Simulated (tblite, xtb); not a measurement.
Cl₄SW, charge +1, doublet, geometry from GFN2-xTB (such geometries of metal compounds can be far from the true shape) (the multiplicity is a formal guess). Base run: GFN1-xTB in xtb.

xtb was given this input:
```
$ xtb mol.xyz --gfn 1 --chrg 1 --uhf 1 --json

# file mol.xyz
6

W      0.00110670    -0.00047700     0.00117363
S      1.53966532    -0.66360810     1.63277594
Cl    -1.46446458     0.63119598    -1.55302746
Cl     0.32912794     2.09336427     0.54810743
Cl     1.24014675    -0.93553112    -1.54199173
Cl    -1.55872427    -1.16238046     1.00507275
```

Programs used: tblite, xtb; a row that names a program was run with it.

The base run was repeated with changes; each row names its change, and settings that it needs were set with it.

| change | ΔE vs base (kJ/mol) | G_solv (kcal/mol) | SCF cycles |
|---|---|---|---|
| base | 0.00 | - | 13 |
| acc = 1000 | 0.01 | - | 8 |
| program = tblite; method = gfn1 | 0.00 | - | - |
| etemp = 10000 | -342.2 | - | 10 |
| alpb = thf | -191.8 | -45.96 | 14 |
| gbsa = water | -255.5 | -63.53 | 11 |
| acc = 0.0001 | 0.00 | - | 17 |
| program = tblite; method = gfn1; option = --grad | 0.00 | - | - |
| program = tblite; method = gfn1; option = (--alpb, water) | -195.8 | - | - |
| program = tblite; method = gfn1; option = (--etemp, 2000) | -25.64 | - | - |
| alpb = dmf | -186.9 | -44.75 | 13 |
| program = tblite; method = gfn1; option = (--guess, eeq) | 0.00 | - | - |
| acc = 0.1 | 0.00 | - | 15 |

ALPB and GBSA are two models with their own fitted parameters for each solvent, which aren't always the measured dielectric constant.
